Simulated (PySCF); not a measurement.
Ge₂H₆O, SMILES [GeH3][O][GeH3].

Geometry: r2SCAN-D4/def2-SVP.

Computed with PySCF with r2SCAN-D4/def2-SVP.

Frequencies are harmonic and unscaled.

```json
[
 {"mode": "1", "ν (cm⁻¹)": "61", "IR (km/mol)": "2.6", "Raman (Å⁴/amu)": "0.3", "depolarisation": "0.75", "moving atoms (share of kinetic energy)": "H 58 %, O 39 %"},
 {"mode": "2", "ν (cm⁻¹)": "71", "IR (km/mol)": "0.0", "Raman (Å⁴/amu)": "0.1", "depolarisation": "0.75", "moving atoms (share of kinetic energy)": "H 99 %"},
 {"mode": "3", "ν (cm⁻¹)": "109", "IR (km/mol)": "0.5", "Raman (Å⁴/amu)": "0.4", "depolarisation": "0.10", "moving atoms (share of kinetic energy)": "Ge 62 %, O 26 %, H 12 %"},
 {"mode": "4", "ν (cm⁻¹)": "471", "IR (km/mol)": "3.0", "Raman (Å⁴/amu)": "14.9", "depolarisation": "0.34", "moving atoms (share of kinetic energy)": "O 44 %, Ge 40 %, H 16 %"},
 {"mode": "5", "ν (cm⁻¹)": "621", "IR (km/mol)": "0.0", "Raman (Å⁴/amu)": "9.0", "depolarisation": "0.75", "moving atoms (share of kinetic energy)": "H 93 %"},
 {"mode": "6", "ν (cm⁻¹)": "622", "IR (km/mol)": "0.0", "Raman (Å⁴/amu)": "20.4", "depolarisation": "0.75", "moving atoms (share of kinetic energy)": "H 95 %"},
 {"mode": "7", "ν (cm⁻¹)": "656", "IR (km/mol)": "84.1", "Raman (Å⁴/amu)": "6.1", "depolarisation": "0.75", "moving atoms (share of kinetic energy)": "H 83 %, O 13 %"},
 {"mode": "8", "ν (cm⁻¹)": "681", "IR (km/mol)": "78.1", "Raman (Å⁴/amu)": "8.9", "depolarisation": "0.33", "moving atoms (share of kinetic energy)": "H 74 %, O 21 %"},
 {"mode": "9", "ν (cm⁻¹)": "804", "IR (km/mol)": "703.0", "Raman (Å⁴/amu)": "4.5", "depolarisation": "0.75", "moving atoms (share of kinetic energy)": "H 56 %, O 32 %, Ge 12 %"},
 {"mode": "10", "ν (cm⁻¹)": "870", "IR (km/mol)": "0.0", "Raman (Å⁴/amu)": "47.7", "depolarisation": "0.75", "moving atoms (share of kinetic energy)": "H 99 %"},
 {"mode": "11", "ν (cm⁻¹)": "874", "IR (km/mol)": "97.8", "Raman (Å⁴/amu)": "8.8", "depolarisation": "0.75", "moving atoms (share of kinetic energy)": "H 99 %"},
 {"mode": "12", "ν (cm⁻¹)": "877", "IR (km/mol)": "6.3", "Raman (Å⁴/amu)": "4.6", "depolarisation": "0.75", "moving atoms (share of kinetic energy)": "H 98 %"},
 {"mode": "13", "ν (cm⁻¹)": "878", "IR (km/mol)": "51.6", "Raman (Å⁴/amu)": "40.3", "depolarisation": "0.74", "moving atoms (share of kinetic energy)": "H 98 %"},
 {"mode": "14", "ν (cm⁻¹)": "903", "IR (km/mol)": "57.2", "Raman (Å⁴/amu)": "16.9", "depolarisation": "0.74", "moving atoms (share of kinetic energy)": "H 97 %"},
 {"mode": "15", "ν (cm⁻¹)": "933", "IR (km/mol)": "3.8", "Raman (Å⁴/amu)": "9.6", "depolarisation": "0.75", "moving atoms (share of kinetic energy)": "O 54 %, H 44 %"},
 {"mode": "16", "ν (cm⁻¹)": "2126", "IR (km/mol)": "38.9", "Raman (Å⁴/amu)": "6.5", "depolarisation": "0.75", "moving atoms (share of kinetic energy)": "H 99 %"},
 {"mode": "17", "ν (cm⁻¹)": "2129", "IR (km/mol)": "0.0", "Raman (Å⁴/amu)": "22.8", "depolarisation": "0.75", "moving atoms (share of kinetic energy)": "H 98 %"},
 {"mode": "18", "ν (cm⁻¹)": "2136", "IR (km/mol)": "298.5", "Raman (Å⁴/amu)": "127.2", "depolarisation": "0.75", "moving atoms (share of kinetic energy)": "H 98 %"},
 {"mode": "19", "ν (cm⁻¹)": "2137", "IR (km/mol)": "121.1", "Raman (Å⁴/amu)": "381.7", "depolarisation": "0.06", "moving atoms (share of kinetic energy)": "H 99 %"},
 {"mode": "20", "ν (cm⁻¹)": "2178", "IR (km/mol)": "109.7", "Raman (Å⁴/amu)": "125.7", "depolarisation": "0.75", "moving atoms (share of kinetic energy)": "H 99 %"},
 {"mode": "21", "ν (cm⁻¹)": "2180", "IR (km/mol)": "117.1", "Raman (Å⁴/amu)": "222.4", "depolarisation": "0.10", "moving atoms (share of kinetic energy)": "H 99 %"}
]
```
